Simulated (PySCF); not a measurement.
# Ca: excitation energy

Ca [Ar] 4s2 (1S) → Ca [Ar] 3d2 (3F), as a difference of total energies. Calculation: PySCF 2.14, in aug-cc-pwCVQZ-X2C (11s10p8d6f3g, 150 functions); scalar relativity by spin-free X2C-1e. Correlated levels: valence: [Ar] frozen; valence and next inner shell: [Ne] frozen; nothing frozen. The calculations carry no spin-orbit coupling.

```csv
method,excitation energy (eV)
UHF,5.375
LDA,4.259
PBE,4.035
PBE0,4.384
r2SCAN,3.943
MP2 (valence),5.719
SCS-MP2 (valence),5.985
MP2 (valence and next inner shell),5.558
SCS-MP2 (valence and next inner shell),5.841
MP2 (all electrons),5.566
SCS-MP2 (all electrons),5.849
```

Question: How much does correlation contribute at MP2 (all electrons)?

Answer: 5.566 − (5.375) = 0.191 eV, measured against UHF.
